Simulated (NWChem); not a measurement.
System: GaH2S2F; SMILES [F][Ga]([SH])[SH]

NWChem input:

```
start job
memory heap 200 mb stack 900 mb global 1100 mb
geometry units angstroms noautoz
  Ga    -0.251641    -0.006829     0.000720
  F     -1.998324     0.109114     0.000542
  S      0.843139     1.888848     0.001886
  H     -0.305117     2.603399     0.002155
  S      0.602444    -2.018807    -0.000301
  H      1.871463    -1.552267     0.000128
end
basis spherical
  * library def2-tzvpd
end
dft
  xc hfexch
  iterations 150
  semidirect filesize 400000000
  mulliken
end
task dft gradient
```

Excerpt of the output:

```
             Northwest Computational Chemistry Package (NWChem) 7.3.0
             --------------------------------------------------------

 CS  symmetry detected

                             Geometry "geometry" -> ""
                             -------------------------

 Output coordinates in angstroms (scale by  1.889725989 to convert to a.u.)

  No.       Tag          Charge          X              Y              Z
 ---- ---------------- ---------- -------------- -------------- --------------
    1 Ga                  31.0000    -0.23669344    -0.01065943     0.00000000
    2 F                    9.0000    -1.98612409     0.05128193     0.00000000
    3 S                   16.0000     0.79901640     1.91792581     0.00000000
    4 H                    1.0000    -0.37076070     2.59667214     0.00000000
    5 S                   16.0000     0.67912396    -1.99529949     0.00000000
    6 H                    1.0000     1.93312851    -1.48978830     0.00000000

 Effective nuclear repulsion energy (a.u.)     436.3610167774

      Symmetry information
      --------------------

 Group name             Cs
 Group number              2
 Group order               2
 No. of unique centers     6

  xc_inp: hfexch multiplicative factor not found.

                                 NWChem DFT Module
                                 -----------------

 Summary of "ao basis" -> "ao basis" (spherical)
 ------------------------------------------------------------------------------
       Tag                 Description            Shells   Functions and Types
 ---------------- ------------------------------  ------  ---------------------
 Ga                        def2-tzvpd               18       54   7s5p5d1f
 F                         def2-tzvpd               14       40   6s4p3d1f
 S                         def2-tzvpd               16       46   6s6p3d1f
 H                         def2-tzvpd                5        9   3s2p

      Symmetry analysis of basis
      --------------------------

        a'        139
        a"         65

            General Information
            -------------------
          SCF calculation type: DFT
          Wavefunction type:  closed shell.
          No. of atoms     :     6
          No. of electrons :    74
           Alpha electrons :    37
            Beta electrons :    37
          Charge           :     0
          Spin multiplicity:     1
          Use of symmetry is: on ; symmetry adaption is: on
          Maximum number of iterations: 150
          AO basis - number of functions:   204
                     number of shells:    74
          Convergence on energy requested:  1.00D-06
          Convergence on density requested:  1.00D-05
          Convergence on gradient requested:  5.00D-04

              XC Information
              --------------
                     Hartree-Fock (Exact) Exchange  1.000

      Superposition of Atomic Density Guess
      -------------------------------------

 Sum of atomic energies:       -2818.60214166

      Non-variational initial energy
      ------------------------------

 Total energy =   -2819.288638
 1-e energy   =   -4794.786487
 2-e energy   =    1539.136831
 HOMO         =      -0.329086
 LUMO         =      -0.035176

      Symmetry analysis of molecular orbitals - initial
      -------------------------------------------------

  Numbering of irreducible representations:

     1 a'          2 a"

  Orbital symmetries:

     1 a'          2 a'          3 a'          4 a'          5 a'
     6 a'          7 a"          8 a'          9 a'         10 a'
    11 a'         12 a'         13 a'         14 a'         15 a"
    16 a"         17 a'         18 a'         19 a'         20 a"
    21 a'         22 a'         23 a'         24 a"         25 a"
    26 a'         27 a'         28 a'         29 a'         30 a'
    31 a"         32 a'         33 a'         34 a'         35 a'
    36 a"         37 a"         38 a'         39 a'         40 a"
    41 a'         42 a'         43 a'         44 a'         45 a"
    46 a"         47 a'

------------------------------------------------------------
EAF file 0: "./job.aoints.0" size=484442112 bytes
------------------------------------------------------------
               write      read    awrite     aread      wait
               -----      ----    ------     -----      ----
     calls:      924         0         0         0         0
   data(b): 4.84e+08  0.00e+00  0.00e+00  0.00e+00
   time(s): 0.00e+00  0.00e+00  0.00e+00  0.00e+00  0.00e+00
rate(mb/s): 0.00e+00  0.00e+00
------------------------------------------------------------

     ---------------------------------------------
      Total Density - Mulliken Population Analysis
     ---------------------------------------------

    Atom       Charge   Shell Charges
 -----------   ------   -------------------------------------------------------
    1 Ga  31    29.79   2.00  2.00  1.17  0.80  0.64  0.31 -0.02  5.98  4.44  1.55  0.62  0.14  8.87  1.16  0.03  0.07 -0.03  0.06
    2 F    9     9.60   0.77  1.20  0.62  1.02  0.31 -0.03  2.41  2.38  0.91  0.01  0.00  0.00  0.00  0.00
    3 S   16    16.61   2.01  0.49  1.48  1.08  0.82  0.03  4.18  1.69  0.91  2.48  1.37  0.04  0.01  0.03  0.01  0.00
    4 H    1     0.69   0.19  0.40  0.06  0.02  0.02
    5 S   16    16.62   2.01  0.49  1.48  1.07  0.82  0.03  4.18  1.69  0.91  2.48  1.38  0.04  0.01  0.03  0.01  0.00
    6 H    1     0.69   0.19  0.40  0.07  0.02  0.02

   convergence    iter        energy       DeltaE   RMS-Dens  Diis-err
 ---------------- ----- ----------------- --------- --------- ---------
 d= 0,ls=0.0,diis     1  -2819.0335931921 -3.26D+03  3.06D-03  6.38D-01
 d= 0,ls=0.0,diis     2  -2819.0906535341 -5.71D-02  1.04D-03  3.56D-01
 d= 0,ls=0.0,diis     3  -2819.1157860386 -2.51D-02  3.97D-04  5.32D-03
 d= 0,ls=0.0,diis     4  -2819.1171763342 -1.39D-03  1.42D-04  8.92D-04
 d= 0,ls=0.0,diis     5  -2819.1173848120 -2.08D-04  5.20D-05  9.19D-05
  Resetting Diis
 d= 0,ls=0.0,diis     6  -2819.1174090241 -2.42D-05  1.61D-05  1.21D-05
 d= 0,ls=0.0,diis     7  -2819.1174115204 -2.50D-06  4.30D-06  9.35D-07
 d= 0,ls=0.0,diis     8  -2819.1174117531 -2.33D-07  1.70D-06  2.89D-07

         Total DFT energy =    -2819.117411753122
      One electron energy =    -4796.061056050037
           Coulomb energy =     1675.174650282737
    Exchange-Corr. energy =     -134.592022763187
 Nuclear repulsion energy =      436.361016777366

 Numeric. integr. density =        0.000000000000

                  Occupations of the irreducible representations
                  ----------------------------------------------

                     irrep           alpha         beta
                     --------     --------     --------
                     a'               28.0         28.0
                     a"                9.0          9.0

                       DFT Final Molecular Orbital Analysis
                       ------------------------------------

 Vector   35  Occ=2.000000D+00  E=-4.378353D-01  Symmetry=a'
              MO Center=  5.9D-01, -9.3D-02, -5.6D-16, r^2= 5.2D+00
   Bfn.  Coefficient  Atom+Function         Bfn.  Coefficient  Atom+Function
  ----- ------------  ---------------      ----- ------------  ---------------
   166      0.329449  5 S  py               111      0.271043  3 S  py
    18     -0.251618  1 Ga py               169      0.211956  5 S  py
   110      0.185572  3 S  px               114      0.166513  3 S  py
   163      0.152332  5 S  py               108      0.124786  3 S  py
   157     -0.122201  5 S  py               113      0.117921  3 S  px

 Vector   36  Occ=2.000000D+00  E=-4.173850D-01  Symmetry=a"
              MO Center=  6.5D-01, -4.2D-02,  1.8D-15, r^2= 4.9D+00
   Bfn.  Coefficient  Atom+Function         Bfn.  Coefficient  Atom+Function
  ----- ------------  ---------------      ----- ------------  ---------------
   167      0.354750  5 S  pz               112      0.350203  3 S  pz
   115      0.240716  3 S  pz               170      0.240921  5 S  pz
   164      0.153210  5 S  pz               109      0.151578  3 S  pz
   158     -0.124330  5 S  pz               103     -0.122940  3 S  pz
    19      0.118714  1 Ga pz               161     -0.062867  5 S  pz

 Vector   37  Occ=2.000000D+00  E=-3.953935D-01  Symmetry=a"
              MO Center=  7.0D-01, -4.9D-03, -3.6D-16, r^2= 5.2D+00
   Bfn.  Coefficient  Atom+Function         Bfn.  Coefficient  Atom+Function
  ----- ------------  ---------------      ----- ------------  ---------------
   112      0.372779  3 S  pz               167     -0.369247  5 S  pz
   115      0.262332  3 S  pz               170     -0.260393  5 S  pz
   109      0.162188  3 S  pz               164     -0.161034  5 S  pz
   103     -0.130884  3 S  pz               158      0.129746  5 S  pz
   106     -0.066260  3 S  pz               161      0.065721  5 S  pz

[...]

                         DFT ENERGY GRADIENTS

    atom               coordinates                        gradient
                 x          y          z           x          y          z
   1 Ga     -0.447286  -0.020143   0.000000    0.011793   0.000186   0.000000
   2 F      -3.753230   0.096909   0.000000   -0.009443   0.000547   0.000000
   3 S       1.509922   3.624354   0.000000    0.010737  -0.007234   0.000000
   4 H      -0.700636   4.906999   0.000000   -0.010841   0.003869   0.000000
   5 S       1.283358  -3.770569   0.000000   -0.011958  -0.003575   0.000000
   6 H       3.653083  -2.815292   0.000000    0.009712   0.006208   0.000000
```

Level: Hartree-Fock/def2-TZVPD. Coordinates come from a PBE0/def2-SVP optimisation.
